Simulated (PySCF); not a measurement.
Me2SiCl(SeBu), C6H15ClSeSi.
Geometry (PBE0-D3(BJ)/def2-SVP, Å), atoms numbered from 1 in this order:
```xyz
24
C6H15ClSeSi angstrom
C     -4.3880   -0.4657   -0.2171
C     -3.0261    0.0762    0.1865
C     -1.8729   -0.6182   -0.5284
C     -0.5201   -0.0597   -0.1261
Se     0.9234   -1.0035   -1.0773
Si     2.6618   -0.0540    0.0269
C      4.2290   -0.8021   -0.6539
C      2.6397    1.8113   -0.0828
Cl     2.5207   -0.5115    2.0655
H     -4.5646   -0.3386   -1.2972
H     -4.4718   -1.5418    0.0056
H     -5.2018    0.0489    0.3155
H     -2.9815    1.1603   -0.0193
H     -2.8910   -0.0293    1.2773
H     -1.9011   -1.7005   -0.3135
H     -2.0031   -0.5189   -1.6207
H     -0.4505    1.0109   -0.3689
H     -0.3421   -0.1857    0.9525
H      4.3194   -0.5784   -1.7285
H      5.1067   -0.3849   -0.1355
H      4.2345   -1.8938   -0.5212
H      1.7276    2.2261    0.3714
H      2.6834    2.1306   -1.1354
H      3.5057    2.2310    0.4536
```

Level of theory: PBE0-D3(BJ)/def2-SVP geometry optimisation, gas phase in PySCF 2.14.0.

Masses are those of the commonest isotopes; rigid-rotor values at the optimised geometry. The values belong to one conformer with, in the numbering `[CH3:1][CH2:2][CH2:3][CH2:4][Se:5][Si:6]([CH3:7])([CH3:8])[Cl:9]`, C1–C2–C3–C4 179°, C2–C3–C4–Se5 180°, C3–C4–Se5–Si6 -173°, C4–Se5–Si6–C7 179°.

What are A, B and C (MHz)?

Ia = 373.87, Ib = 1309.10, Ic = 1456.73 u·Å²; 505379 MHz·u·Å²/I gives A = 1352, B = 386.1, C = 346.9 MHz.

Classify the top.

A near-prolate asymmetric top. Ray's parameter κ = (2B − A − C)/(A − C) = -0.922; −1 is the prolate and +1 the oblate limit.

Is it planar, by Δ = Ic − Ia − Ib?

Not planar: Δ = Ic − Ia − Ib = -226.23 u·Å². For a rigid frame Δ = −2 Σ m c², so Σ m c² = 113.11 u·Å² lies off the ab plane: 27.82 from hydrogen and 85.29 from heavier atoms. The atom farthest from that plane is 2.75 Å away.

Where do the levels up to J = 2 lie, in MHz?

Above 0(0,0):
J = 1: 1(0,1) 733, 1(1,1) 1699, 1(1,0) 1738
J = 2: 2(0,2) 2198, 2(1,2) 3126, 2(1,1) 3243, 2(2,1) 6140, 2(2,0) 6141
Those of J = 1 are B + C, A + C and A + B.

Predict some low-J microwave lines.

The dipole components are |μa| = 0.21 D, |μb| = 0.28 D, |μc| = 1.73 D. Intensities carry the squares of the components, which stand as 0.01 : 0.03 : 1.00 (a : b : c). Some lines, for components of 0.1 D or more:

| type | branch | J(Ka,Kc) | MHz | lower level (cm⁻¹) |
| --- | --- | --- | --- | --- |
| a | Q | 4(1,3) ← 4(1,4) | 391 | 0.271 |
| c | Q | 3(1,3) ← 3(0,3) | 873 | 0.147 |
| b | Q | 1(1,0) ← 1(0,1) | 1005 | 0.024 |
| b | R | 3(0,3) ← 2(1,2) | 1267 | 0.104 |
| b | Q | 5(2,3) ← 5(1,4) | 2708 | 0.409 |
| a | R | 4(3,1) ← 3(3,0) | 2934 | 0.443 |
| a | R | 4(2,2) ← 3(2,1) | 2943 | 0.278 |
| a | R | 5(3,3) ← 4(3,2) | 3669 | 0.540 |
| a | R | 5(1,4) ← 4(1,3) | 3757 | 0.284 |
| c | R | 4(1,3) ← 3(0,3) | 4115 | 0.147 |
| b | R | 5(1,5) ← 4(0,4) | 4366 | 0.244 |
| b | R | 2(2,1) ← 1(1,0) | 4402 | 0.058 |
| c | R | 2(2,0) ← 1(1,0) | 4403 | 0.058 |
| c | Q | 4(3,2) ← 4(2,2) | 4913 | 0.377 |
| b | Q | 5(3,3) ← 5(2,4) | 4937 | 0.498 |
| c | Q | 5(4,2) ← 5(3,2) | 6893 | 0.663 |
| b | Q | 5(4,2) ← 5(3,3) | 6894 | 0.663 |
| c | R | 3(3,1) ← 2(2,1) | 7126 | 0.205 |
| b | R | 4(4,1) ← 3(3,0) | 9829 | 0.443 |

Estimate the classical rotational partition function at 50 K, 298.15 K and 500 K.

Point group C1, symmetry number σ = 1; q = (√π/σ)·√((kT/h)³/(ABC)), k/h = 20836.6 MHz/K: 140000 at 50 K, 2040000 at 298.15 K, 4430000 at 500 K.

Not checked by PBE0-D3(BJ)/def2-SVP frequencies. No vibrational averaging or centrifugal distortion is included, and the geometry carries the error of its method. A rigid rotor knows nothing of internal rotation, which can split or shift real lines. Quadrupole hyperfine structure (35Cl) is left out.

The run took 2.4 min on one thread, AMD EPYC 9R45 (x86_64), no GPU, shared host with 96 logical CPUs at a one-minute load of 26, and the process peaked at 1.4 GiB of memory. That covers the optimisation of the geometry.
